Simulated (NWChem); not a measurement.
Molecule: C$_{3}$H$_{2}$ClF; SMILES FC=C=CCl

```xyz
7

F      0.4994    -2.6458    -0.2680
C     -0.2003    -1.7508     0.4584
C     -0.4383    -0.5329     0.0499
C     -0.7060     0.6858    -0.3211
Cl     0.3325     2.0624     0.0393
H     -0.5388    -2.1611     1.4059
H     -1.5862     0.9748    -0.8866
```
Atoms are numbered in this order, from 1.

Program: NWChem. Geometry optimised at B3LYP/6-31G*; all other runs use it. Pople sets run with spherical d functions.

| quantity | level | value |
|---|---|---|
| vertical, lowest state with f > 0.02, singlet (eV) | CAM-B3LYP/def2-SVPD, TDA | 6.61 |
| solvation free energy (kcal/mol) in n-hexane | B3LYP/6-31G*, SMD | -2.7 |
| anisotropy (bohr³), static | CAM-B3LYP/def2-SVPD | 48.7 |
| −ε(HOMO) (eV) | CAM-B3LYP/def2-SVP | ? |
| dipole (D) | B3LYP/6-31G* | ? |
| highest harmonic frequency (cm⁻¹) | B3LYP/6-31G* | ? |

Q: Complete the blanks.

A: 
- −ε(HOMO) (eV), value: 9.13
- dipole (D), value: 1.65
- highest harmonic frequency (cm⁻¹), value: 3218
